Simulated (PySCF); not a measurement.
# UHF on Fe²⁺ (iron, charge +2)

Configuration: [Ar] 3d6, high-spin 5D determinant. All numbers are calculated (PySCF 2.14, the spin-free X2C one-electron Hamiltonian (Gaussian nucleus), in x2c-SVPall (5s3p3d1f, 36 functions)).

- Total energy: -1270.333556 hartree
- One-electron energy: -1738.4628 hartree
- Hartree (Coulomb) energy: 522.8107 hartree
- Exchange energy: -54.6814 hartree
- ⟨S²⟩: 6.0033
- ⟨L²⟩: 6.011
- Sum of ⟨r⟩: 15.18 bohr
- Sum of ⟨r²⟩: 15.89 bohr²
- Traceless quadrupole moment −½Σ⟨3z² − r²⟩ along its main axis: 0.470 e·bohr²
- Langevin diamagnetic susceptibility: -12.6 ×10⁻⁶ cm³/mol
- Time after the integrals: 0.09 s of wall time on 1 thread of AMD EPYC 7R13 Processor (shared host)

```tsv
shell	electrons	mean orbital energy (eV)	spread (eV)	rms radius, mean of both spins (bohr)
1s α	1	-7192.8	0	0.0675
1s β	1	-7192.7	0	0.0675
2s α	1	-902.22	0	0.288
2s β	1	-898.94	0	0.288
2p α	3	-768.26	0.956	0.260
2p β	3	-765.00	0.037	0.260
3s α	1	-138.59	0	0.872
3s β	1	-129.01	0	0.872
3p α	3	-99.232	2.068	0.936
3p β	3	-87.643	1.395	0.936
3d α	5	-36.674	2.418	1.19
3d β	1	-31.065	0	1.19
```

Densities and radii are taken from the X2C orbitals without a picture-change correction, which distorts them close to the nucleus.
